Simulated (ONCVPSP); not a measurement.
# Transferability test, ONCV potential for vanadium (V)

```
Element                 : vanadium
Generator               : ONCVPSP 4.0.1
Type                    : optimised norm-conserving Vanderbilt (ONCV)
Functional              : BLYP
Relativity              : scalar-relativistic
Frozen core             : [Ne]
Valence charge          : 13
Reference configuration : 3s2 3p6 3d3 4s2
Partial waves           : 3s+4s: rc 1.55 bohr, ncon 4, nbas 7, qcut 8.7 1/bohr, 2 projectors; 3p: rc 0.95 bohr, ncon 5, nbas 8, qcut 8.4 1/bohr, 3 projectors, debl 3.6 Ha; 3d: rc 1.15 bohr, ncon 3, nbas 7, qcut 8.5 1/bohr, 2 projectors, debl 2.8 Ha
Local potential         : polynomial inside 0.75 bohr (lpopt 5, dvloc0 3 Ha)
Core correction         : polynomial model core, fcfact 0.7
```

Energies are relative to the spin-unpolarised reference configuration 3s2 3p6 3d3 4s2; without spin polarisation the order of configurations can differ from experiment.

(1) Give the all-electron excitation energy and the error of the potential for: 3s2 3p6 3d3 4s1; 3s2 3p6 3d3 4s0; 3s2 3p6 3d2 4s0; 3s2 3p6 3d3 4s1 4p1.

Note: ghosts flagged at negative energy: p at -291.7 eV; GHOST(+) flagged for s at 263.6 eV. A true bound ghost makes a file unfit for plane-wave use.

## Answers

(1)

```json
{"valence configuration": "3s2 3p6 3d3 4s1", "charge": "+1", "ΔE all-electron (eV)": "7.689", "error AE − PS (meV)": "-0.6"}
{"valence configuration": "3s2 3p6 3d3 4s0", "charge": "+2", "ΔE all-electron (eV)": "22.138", "error AE − PS (meV)": "-2.0"}
{"valence configuration": "3s2 3p6 3d2 4s0", "charge": "+3", "ΔE all-electron (eV)": "51.032", "error AE − PS (meV)": "-2.1"}
{"valence configuration": "3s2 3p6 3d3 4s1 4p1", "charge": "0", "ΔE all-electron (eV)": "3.369", "error AE − PS (meV)": "-0.3"}
```
